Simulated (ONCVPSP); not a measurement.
## Reading a pseudo-wave (selenium)

Columns: radius, all-electron u(r) and pseudo u(r) of the 4p shell (level -25.70 eV) of selenium in the configuration [Ar] 3d10 4s2 4p2; LDA (Perdew-Wang 92), scalar-relativistic, ONCV scheme, ONCVPSP 4.0.1.

```tsv
r (bohr)	all-electron	pseudo
0.082	0.2147	0.0038
0.165	0.1252	0.0154
0.248	-0.1174	0.0353
0.330	-0.2978	0.0628
0.413	-0.3665	0.0980
0.495	-0.3392	0.1390
0.578	-0.2481	0.1859
0.660	-0.1246	0.2370
0.742	0.0118	0.2924
0.825	0.1494	0.3520
0.908	0.2781	0.4134
0.990	0.3921	0.4737
1.072	0.4908	0.5318
1.155	0.5748	0.5869
1.238	0.6429	0.6382
1.320	0.6956	0.6846
1.402	0.7350	0.7254
1.485	0.7628	0.7580
1.568	0.7797	0.7787
1.650	0.7872	0.7871
1.733	0.7868	0.7867
1.815	0.7796	0.7795
1.898	0.7666	0.7666
1.980	0.7493	0.7492
2.062	0.7282	0.7282
2.145	0.7039	0.7039
```

(1) How many radial nodes do the two functions have?

(2) At about which radius was the pseudo-wave matched?

(3) Is the pseudo-wave norm-conserving?

## Answers

(1) The all-electron 4p function has n − l − 1 = 2; the pseudo-wave has 0, since the states of the same l below it are removed with the core.

(2) 1.65 bohr, where the columns begin to agree (steps of 0.08 bohr).

(3) Yes: the ONCV scheme keeps the norm inside the radius equal to the all-electron one, which fixes the energy derivative of the logarithmic derivative at the level.
